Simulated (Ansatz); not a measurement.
The cluster Rh₆⁺. Total charge 1; doublet. Geometry r2SCAN-D4/def2-SVP; atoms count from 1.

```xyz
6

Rh   -0.506    0.432    1.440
Rh    0.073    0.854   -1.051
Rh    1.613   -1.113   -0.748
Rh   -2.285    0.519   -0.324
Rh   -0.708   -1.417   -0.081
Rh    1.813    0.725    0.764
```

In the def2 sets Rh takes a core potential; there is no spin–orbit coupling. The charge 1 doublet is spin-contaminated (final ⟨S²⟩ up to 3.60, 0.75 for a pure state). The structure comes from a short search, and lower isomers may exist.

Problem. Estimate the Mulliken populations from the PBE0/def2-TZVP orbitals of Ansatz.

Solution. 
```
atom  charge (e)  spin (α − β)  d electrons
 Rh1        0.22          0.63         8.07
 Rh2        0.21          0.25         8.10
 Rh3        0.13          1.10         8.13
 Rh4        0.08         -1.33         8.09
 Rh5        0.22          1.22         8.02
 Rh6        0.13         -0.87         8.11
```
Mulliken values depend strongly on the basis.

Problem. Where does the spin sit?

Solution. Summed by element: Rh 1.00, of 1 unpaired in all. Largest on single atoms: Rh4 -1.33, Rh5 1.22, Rh3 1.10.

Problem. And the Mayer bond orders between heavy atoms (over 0.3)?

Solution. Rh1–Rh2 0.41 (2.59 Å); Rh1–Rh4 0.81 (2.51 Å); Rh1–Rh5 0.89 (2.40 Å); Rh1–Rh6 0.91 (2.43 Å); Rh2–Rh3 0.76 (2.52 Å); Rh2–Rh4 0.75 (2.49 Å); Rh2–Rh5 0.47 (2.59 Å); Rh2–Rh6 0.75 (2.52 Å); Rh3–Rh5 1.10 (2.43 Å); Rh3–Rh6 0.99 (2.39 Å); Rh4–Rh5 0.72 (2.51 Å).
